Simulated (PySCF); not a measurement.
Level of theory: delta-SCF UKS SCAN, pcX-2 on the ionised atom, pcseg-1 elsewhere, spin-free X2C (PySCF 2.14.0). Geometries: PBE0-D3(BJ)/def2-SVP; isolated species, one conformer each. Values against the vacuum level.

(1) Rank by computed C 1s binding energy, lowest first.
A. C2 in `[CH3:1][C:2](=[O:3])[P@@:4]1(=[O:5])[CH:6]=[CH:7][CH2:8][CH2:9]1`
B. C6 in `[SiH3:1][CH2:2][C:3]1=[CH:4][GeH2:5][CH:6]=[CH:7]1`
C. C1 in `[CH:1]#[C:2][GeH2:3][CH2:4][NH2:5]`
D. C2 in `[CH2:1]=[CH:2][CH2:3][SiH2:4][C:5]#[C:6][GeH3:7]`
E. C5 in `[CH3:1][N:2]([CH3:3])[C:4]1=[CH:5][SiH2:6][CH:7]=[CH:8]1`
F. C6 in `[CH:1]#[C:2]/[CH:3]=[CH:4]/[GeH2:5][CH2:6][SiH3:7]`

Results:

(1) E (288.50 eV), B (289.55 eV), F (289.87 eV), C (290.23 eV), D (290.53 eV), A (293.20 eV).

The highest is bonded to O (double bond), C and P, the lowest to C (double bond), H and Si; the range is 4.70 eV.

2 of these hole states are spin-contaminated (⟨S²⟩ up to 0.86, against 0.75; counted from 0.85) and less certain.
